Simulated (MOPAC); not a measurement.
MOPAC input (AM1):

```
AM1 PRECISE GNORM=0.05 LET XYZ UHF MS=0.5 GEO-OK AUX(PRECISION=9) THREADS=1
C3H8BO

C    -1.00824300 1    1.61273200 1   -0.71177900 1
B    -0.41977700 1    0.33160800 1   -0.10425600 1
C    -1.28371900 1   -0.73803400 1    0.67152000 1
O     0.93023600 1    0.17375500 1   -0.28253300 1
C     1.63883100 1   -0.95061500 1    0.21258500 1
H    -0.39438600 1    2.33421500 1   -1.24121400 1
H    -2.06012700 1    1.86844500 1   -0.64788900 1
H    -2.33825800 1   -0.46725500 1    0.72742100 1
H    -1.21931300 1   -1.72354400 1    0.19745400 1
H    -0.92230300 1   -0.87630100 1    1.69639800 1
H     1.56332300 1   -1.01865800 1    1.30074800 1
H     1.26153000 1   -1.87954700 1   -0.22233900 1
H     2.68531500 1   -0.82992700 1   -0.06298700 1
```

From the output:

```
                                                       MOPAC v23.2.5 Linux

          FINAL HEAT OF FORMATION =        -51.28841 KCAL/MOL =    -214.59071 KJ/MOL

          COSMO AREA              =        123.25 SQUARE ANGSTROMS
          COSMO VOLUME            =        110.32 CUBIC ANGSTROMS

          GRADIENT NORM           =          0.03883          =       0.01077 PER ATOM
          IONIZATION POTENTIAL    =          9.721940 EV
          ALPHA SOMO LUMO (EV)    =         -9.722  2.570
          BETA  SOMO LUMO (EV)    =        -10.999  0.388
          NO. OF ALPHA ELECTRONS  =         15
          NO. OF BETA  ELECTRONS  =         14
          MOLECULAR WEIGHT        =         70.9056         POINT GROUP:  Cs

          MOLECULAR DIMENSIONS (Angstroms)

            Atom       Atom       Distance
            H    13    H     7     5.41609
            H     6    H    10     4.07108
            H     9    H    11     2.02804

          SCF CALCULATIONS        =         38

   ATOM   CHEMICAL          X               Y               Z
  NUMBER   SYMBOL      (ANGSTROMS)     (ANGSTROMS)     (ANGSTROMS)

     1       C         -1.00533526  *   1.58479468  *  -0.69657417  *
     2       B         -0.40893954  *   0.31699888  *  -0.09812771  *
     3       C         -1.24811377  *  -0.72980214  *   0.65980490  *
     4       O          0.93130252  *   0.19689411  *  -0.29580550  *
     5       C          1.59054198  *  -0.95301681  *   0.22351678  *
     6       H         -0.37444167  *   2.29445479  *  -1.22275991  *
     7       H         -2.07020203  *   1.76343416  *  -0.58650384  *
     8       H         -2.30740491  *  -0.40490604  *   0.68605774  *
     9       H         -1.15442841  *  -1.70125051  *   0.12970473  *
    10       H         -0.84508567  *  -0.81882619  *   1.69088523  *
    11       H          1.48496226  *  -0.99396681  *   1.33489400  *
    12       H          1.17364719  *  -1.88192503  *  -0.23617495  *
    13       H          2.66274060  *  -0.81761743  *  -0.06548448  *

                             CARTESIAN COORDINATES

   1    C       -1.005335264     1.584794676    -0.696574175
   2    B       -0.408939541     0.316998875    -0.098127706
   3    C       -1.248113767    -0.729802142     0.659804903
   4    O        0.931302525     0.196894108    -0.295805505
   5    C        1.590541981    -0.953016813     0.223516780
   6    H       -0.374441675     2.294454794    -1.222759908
   7    H       -2.070202031     1.763434157    -0.586503841
   8    H       -2.307404912    -0.404906042     0.686057743
   9    H       -1.154428409    -1.701250510     0.129704733
  10    H       -0.845085671    -0.818826195     1.690885231
  11    H        1.484962258    -0.993966814     1.334894002
  12    H        1.173647194    -1.881925030    -0.236174949
  13    H        2.662740596    -0.817617428    -0.065484484

           Empirical Formula: C3 H8 O B  =    13 atoms

      MOLECULAR POINT GROUP   :   Cs

          ALPHA EIGENVALUES
 -38.60206 -30.58654 -28.48857 -26.52650 -19.67674 -16.13094 -16.12649 -15.55496
 -13.63695 -13.51175 -13.09556 -12.26195 -11.89699 -11.15274  -9.72194   2.57026
   2.58206   3.82605   4.17427   4.17728   4.35914   4.50144   4.70726   4.82350
   5.02380   5.17521   6.34956   7.73700

           BETA EIGENVALUES
 -38.50041 -30.19848 -28.18532 -25.56825 -19.55704 -16.09493 -16.00398 -15.40102
 -13.46869 -13.45190 -13.02772 -12.13375 -11.65715 -10.99940   0.38827   2.82169
   3.30955   3.83295   4.18137   4.19755   4.36355   4.52949   4.87285   5.02848
   5.30381   5.49175   6.63070   7.74965

              NET ATOMIC CHARGES AND DIPOLE CONTRIBUTIONS

  ATOM NO.   TYPE          CHARGE      No. of ELECS.   s-Pop       p-Pop
    1          C          -0.273371        4.2734     1.31004     2.96333
    2          B           0.195284        2.8047     1.15236     1.65235
    3          C          -0.312163        4.3122     1.23445     3.07771
    4          O          -0.253649        6.2536     1.84739     4.40626
    5          C          -0.062674        4.0627     1.24124     2.82144
    6          H           0.112847        0.8872     0.88715
    7          H           0.106750        0.8933     0.89325
    8          H           0.085875        0.9141     0.91412
    9          H           0.086220        0.9138     0.91378
   10          H           0.086218        0.9138     0.91378
   11          H           0.066399        0.9336     0.93360
   12          H           0.066395        0.9336     0.93360
   13          H           0.095868        0.9041     0.90413
 DIPOLE           X         Y         Z       TOTAL
 POINT-CHG.     0.224    -0.999     0.520     1.148
 HYBRID        -0.251    -0.199     0.162     0.360
 SUM           -0.027    -1.198     0.683     1.379

          ATOMIC ORBITAL ELECTRON POPULATIONS

     Atom    s        px        py        pz
    1  C   1.31004   0.99725   1.00063   0.96545
    2  B   1.15236   0.62787   0.61908   0.40540
    3  C   1.23445   1.03140   1.02861   1.01770
    4  O   1.84739   1.32872   1.40177   1.67577
    5  C   1.24124   0.96792   0.87664   0.97687
    6  H   0.88715
    7  H   0.89325
    8  H   0.91412
    9  H   0.91378
   10  H   0.91378
   11  H   0.93360
   12  H   0.93360
   13  H   0.90413

                    (SZ)    =    0.500000
                    (S**2)  =    0.760602

          ATOMIC ORBITAL SPIN POPULATIONS

    Atom   Total    s     px     py     pz
         Atomic
    1  C  1.1005  0.058  0.079  0.261  0.702
    2  B -0.0194 -0.013 -0.003 -0.016  0.013
    3  C -0.0109 -0.002 -0.002 -0.005 -0.002
    4  O  0.0386  0.000  0.001  0.011  0.027
    5  C -0.0074 -0.001 -0.002 -0.003 -0.001
    6  H -0.0548 -0.055
    7  H -0.0552 -0.055
    8  H  0.0004  0.000
    9  H  0.0023  0.002
   10  H  0.0023  0.002
   11  H  0.0017  0.002
   12  H  0.0017  0.002
   13  H -0.0001 -0.000

 **********************
 *                    *
 * JOB ENDED NORMALLY *
 *                    *
 **********************

 == MOPAC DONE ==
```

The geometry given is a B3LYP-D3(BJ)/def2-TZVP minimum.
